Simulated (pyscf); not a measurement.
# `[O]=[V]([OH])([F])[F]`, singlet

Gas-phase minimum from PySCF at ωB97X-D3(BJ)/def2-SVP, one conformer. 

SMILES: [V]([F])([F])(=[O])[OH]
```xyz
6

O      0.5332     1.7384    -0.3155
V     -0.0690     0.3374    -0.4603
O      0.1309    -0.4946     1.0401
F     -1.7323     0.4869    -0.8389
F      0.7610    -0.4925    -1.7062
H      0.5615    -0.1132     1.8173
```
Charge 0, spin multiplicity 1.

Bond lengths (Å): O1–V2 1.532, V2–O3 1.727, V2–F4 1.712, V2–F5 1.712, O3–H6 0.967. Bond angles (°): O1–V2–O3 108.2, O1–V2–F4 108.8, O1–V2–F5 108.8, O3–V2–F4 110.3, O3–V2–F5 110.0, F4–V2–F5 110.6, V2–O3–H6 124.0.

Properties at ωB97X-D3(BJ)/def2-SVP:

```
Item                                                                                                                                                                              Result
---------------------------------------------------------------------------------------------------------------------  -----------------------------------------------------------------
Harmonic wavenumbers, unscaled                                                                                         218, 231, 273, 305, 320, 451, 667, 767, 837, 866, 1222, 3890 cm⁻¹
Zero-point energy                                                                                                                                                          14.4 kcal/mol
Rotational symmetry number                                                                                                                                                             1
Entropy of this conformer at 298 K and 1 atm, rigid rotor and harmonic oscillator, modes under 100 cm⁻¹ raised to 100                                                    319.6 J/(mol K)
Dipole moment                                                                                                                                                                     2.46 D
```

Single-point totals, which compare only within one level:

| level | total energy (hartree) |
|---|---|
| ωB97X-D3(BJ)/def2-TZVP | -1295.07132 |
| PBE/def2-TZVP | -1294.57756 |
| r²SCAN/def2-TZVP | -1294.94835 |
| B3LYP-D3(BJ)/def2-TZVP | -1295.11960 |
| PBE0-D3(BJ)/def2-TZVP | -1294.52865 |
| M06-2X/def2-TZVP | -1294.86502 |
| ωB97M-D3(BJ)/def2-TZVP | -1295.16364 |
